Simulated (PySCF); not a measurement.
## Correlation energy of Tm+ (thulium, charge +1)

Starting occupation: [Xe] 4f13 6s1, 4f5/2 with m_j = -5/2, -3/2, -1/2, +1/2, +3/2, +5/2, 4f7/2 with m_j = -5/2, -3/2, -1/2, +1/2, +3/2, +5/2, +7/2, 6s1/2 with m_j = +1/2. All numbers are calculated (PySCF 2.14, X2C-1e with screened-nucleus spin-orbit coupling, Gaussian nucleus, in x2c-TZVPall-2c with one added diffuse shell each of s, p, d, f type (12s12p11d5f1g, 147 functions)). Frozen: [Ar] 3d10; 40 electrons correlated; the 18 highest virtual spinors left out.

MP2 pair energies summed by pair of shells (mhartree):

```tsv
pair	energy	share (%)
4f5/2-4f7/2	-238.72	15.8
4f7/2-4f7/2	-125.25	8.3
4d5/2-4f7/2	-84.87	5.6
4f5/2-4f5/2	-82.33	5.4
4d5/2-4f5/2	-75.86	5.0
4f7/2-5p3/2	-62.54	4.1
4d3/2-4f7/2	-57.73	3.8
5p3/2-5p3/2	-55.49	3.7
4f5/2-5p3/2	-54.42	3.6
5p1/2-5p3/2	-51.90	3.4
4d3/2-4d5/2	-46.81	3.1
4d3/2-4f5/2	-45.45	3.0
4f7/2-5p1/2	-34.98	2.3
4d5/2-4d5/2	-33.26	2.2
4f7/2-4p3/2	-30.21	2.0
4d5/2-4p3/2	-28.68	1.9
4f5/2-4p3/2	-26.47	1.7
4f5/2-5p1/2	-23.33	1.5
4f7/2-5s1/2	-22.91	1.5
5p3/2-5s1/2	-21.31	1.4
4d3/2-4p3/2	-19.57	1.3
4d5/2-5p3/2	-19.37	1.3
4f5/2-5s1/2	-18.36	1.2
4d5/2-4p1/2	-14.88	1.0
4f7/2-4p1/2	-14.14	0.9
5p3/2-6s1/2	-13.53	0.9
5p1/2-5p1/2	-13.01	0.9
4d3/2-4d3/2	-12.74	0.8
4d5/2-4s1/2	-12.06	0.8
4f5/2-4p1/2	-11.69	0.8
```

Total MP2 correlation energy: -1514.1 mhartree.

This basis was not built for core-valence correlation, so the inner-shell part is incomplete.
